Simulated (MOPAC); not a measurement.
Input for MOPAC: PM6 on FGeH3 (SMILES [F][GeH3]), a point of a bond scan (R = 1.688 Å).

```
PM6 1SCF PRECISE CHARGE=0 THREADS=1
FGeH3

Ge    -0.30048691 1     0.12261230 1    -0.05789716 1
F      1.29808634 1    -0.52967815 1     0.25011245 1
H     -1.00664059 1    -0.89045155 1    -1.20849963 1
H     -0.08538108 1     1.54898424 1    -0.58096857 1
H     -1.03936991 1     0.09288033 1     1.28656520 1
```

The log:

```
*******************************************************************************
 **                                                                           **
 **                              MOPAC v23.2.5                                **
 **                                                                           **
 *******************************************************************************
 ** MOPAC's Digital Object Identifier: https://doi.org/10.5281/zenodo.6511958 **
 **                                                                           **
 ** Please cite the open-source release paper for use of this MOPAC version:  **
 ** J. E. Moussa and J. J. P. Stewart (2026)                                  **
 ** MOPAC: An open-source semiempirical molecular orbital program             **
 ** J. Open Source Softw., 11(119), 8025, https://doi.org/10.21105/joss.08025 **
 *******************************************************************************

                              PM6 CALCULATION RESULTS

 *******************************************************************************
 *  PM6        - The PM6 Hamiltonian to be used
 *
 *
 *
 *                 CHARGE ON SYSTEM = 0
 *
 *
 *
 *  PRECISE    - TIGHTER CRITERIA TO BE USED
 *  1SCF       - DO 1 SCF AND THEN STOP
 *  THREADS=1  - MULTI-THREADING NOT USED
 *  T=         - A TIME OF 172800.0 SECONDS REQUESTED
 *  DUMP=N     - RESTART FILE WRITTEN EVERY 7200.0 SECONDS REQUESTED
 *******************************************************************************
PM6 1SCF PRECISE CHARGE=0 THREADS=1
 FGeH3

   ATOM   CHEMICAL          X               Y               Z
  NUMBER   SYMBOL      (ANGSTROMS)     (ANGSTROMS)     (ANGSTROMS)

     1      Ge         -0.30048691  *   0.12261230  *  -0.05789716  *
     2       F          1.29808634  *  -0.52967815  *   0.25011245  *
     3       H         -1.00664059  *  -0.89045155  *  -1.20849963  *
     4       H         -0.08538108  *   1.54898424  *  -0.58096857  *
     5       H         -1.03936991  *   0.09288033  *   1.28656520  *



          CARTESIAN COORDINATES

    NO.       ATOM           X           Y           Z

     1        Ge         -0.3005      0.1226     -0.0579
     2         F          1.2981     -0.5297      0.2501
     3         H         -1.0066     -0.8905     -1.2085
     4         H         -0.0854      1.5490     -0.5810
     5         H         -1.0394      0.0929      1.2866

 General Reference for PM6:
 "Optimization of Parameters for Semiempirical Methods V: Modification of NDDO Approximations
 and Application to 70 Elements", J. J. P. Stewart, J. Mol. Mod., 13, 1173-1213 (2007)
 URL: https://link.springer.com/article/10.1007/s00894-007-0233-4

           Empirical Formula: H3 Ge F  =     5 atoms



      MOLECULAR POINT GROUP   :   Cs


      RHF CALCULATION, NO. OF DOUBLY OCCUPIED LEVELS = 7


 -------------------------------------------------------------------------------
 PM6 1SCF PRECISE CHARGE=0 THREADS=1
 FGeH3



     1SCF WAS SPECIFIED, SO BFGS WAS NOT USED
     SCF FIELD WAS ACHIEVED


                              PM6 CALCULATION
                                                       MOPAC v23.2.5 Linux




          FINAL HEAT OF FORMATION =        -44.41583 KCAL/MOL =    -185.83582 KJ/MOL


          COSMO AREA              =         86.14 SQUARE ANGSTROMS
          COSMO VOLUME            =         71.88 CUBIC ANGSTROMS

          IONIZATION POTENTIAL    =         11.490882 EV
          HOMO LUMO ENERGIES (EV) =        -11.491  0.503
          NO. OF FILLED LEVELS    =          7
          MOLECULAR WEIGHT        =         94.6121         POINT GROUP:  Cs

          MOLECULAR DIMENSIONS (Angstroms)

            Atom       Atom       Distance
            H     3    F     2     2.75127
            H     4    H     5     2.55304
            H     4    F     2     1.88021


          SCF CALCULATIONS        =          1





   ATOM   CHEMICAL          X               Y               Z
  NUMBER   SYMBOL      (ANGSTROMS)     (ANGSTROMS)     (ANGSTROMS)

     1      Ge         -0.30048691  *   0.12261230  *  -0.05789716  *
     2       F          1.29808634  *  -0.52967815  *   0.25011245  *
     3       H         -1.00664059  *  -0.89045155  *  -1.20849963  *
     4       H         -0.08538108  *   1.54898424  *  -0.58096857  *
     5       H         -1.03936991  *   0.09288033  *   1.28656520  *

                             CARTESIAN COORDINATES

   1   Ge       -0.300486910     0.122612300    -0.057897160
   2    F        1.298086340    -0.529678150     0.250112450
   3    H       -1.006640590    -0.890451550    -1.208499630
   4    H       -0.085381080     1.548984240    -0.580968570
   5    H       -1.039369910     0.092880330     1.286565200


           Empirical Formula: H3 Ge F  =     5 atoms



      MOLECULAR POINT GROUP   :   Cs


                  EIGENVALUES
 -38.72510 -18.81683 -15.07360 -15.02544 -13.17110 -11.83615 -11.49088   0.50308
   1.92971   2.42579   2.64887


              NET ATOMIC CHARGES AND DIPOLE CONTRIBUTIONS

  ATOM NO.   TYPE          CHARGE      No. of ELECS.   s-Pop       p-Pop
    1         Ge           0.210746        3.7893     1.22215     2.56710
    2          F          -0.397619        7.3976     1.96538     5.43224
    3          H           0.071910        0.9281     0.92809
    4          H           0.057481        0.9425     0.94252
    5          H           0.057481        0.9425     0.94252
 DIPOLE           X         Y         Z       TOTAL
 POINT-CHG.    -3.442     1.281    -0.759     3.750
 HYBRID         0.522    -0.151     0.149     0.564
 SUM           -2.919     1.131    -0.610     3.189


          ATOMIC ORBITAL ELECTRON POPULATIONS

     Atom    s        px        py        pz
    1 Ge   1.22215   0.65629   0.93058   0.98023
    2  F   1.96538   1.54387   1.91713   1.97125
    3  H   0.92809
    4  H   0.94252
    5  H   0.94252

 **********************
 *                    *
 * JOB ENDED NORMALLY *
 *                    *
 **********************




 == MOPAC DONE ==
```

The run finished.

Cost: around 0.04 core-seconds (rough).
